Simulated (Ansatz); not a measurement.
CH₄F₃GaO, SMILES `C[OH+][Ga-]([F])([F])[F]`. Charge 0, multiplicity 1. All single points use the PBE0-D4/def2-TZVP geometry. It is one conformer, not always the lowest.

```xyz
10

C    -1.024    0.649   -0.771
O    -0.487    0.239    0.501
Ga    1.340   -0.603    0.627
F     0.803   -1.774    1.819
F     2.396    0.690    1.124
F     1.496   -1.151   -1.030
H    -1.992    1.123   -0.609
H    -1.107   -0.203   -1.445
H    -0.325    1.373   -1.182
H    -1.099   -0.344    0.966
```

Task: What is the dipole moment at PBE/def2-TZVPP? (Estimate.)

Result: The calculation gave: 5.55 D, with components (-5.14, 1.60, -1.34) D in this frame, pointing from negative to positive charge.

Task: And with r2SCAN, B3LYP, ωB97M-V? (Estimate.)

Result: The calculation gave: r2SCAN 5.66 D, B3LYP 5.69 D, ωB97M-V 5.69 D.

Task: Give the Mulliken charges with PBE, B3LYP, r2SCAN in def2-TZVPP. (An estimate is asked.)

Result: Computed: 
| atom | PBE | B3LYP | r2SCAN |
| --- | --- | --- | --- |
| C1 | -0.18 | -0.16 | -0.03 |
| O2 | -0.14 | -0.19 | -0.19 |
| Ga3 | 0.74 | 0.89 | 0.87 |
| F4 | -0.36 | -0.40 | -0.40 |
| F5 | -0.34 | -0.38 | -0.38 |
| F6 | -0.36 | -0.40 | -0.40 |
| H7 | 0.13 | 0.14 | 0.09 |
| H8 | 0.15 | 0.16 | 0.11 |
| H9 | 0.13 | 0.14 | 0.09 |
| H10 | 0.22 | 0.22 | 0.23 |

B3LYP here is the variant with VWN-RPA as its local correlation; programs differ in this.
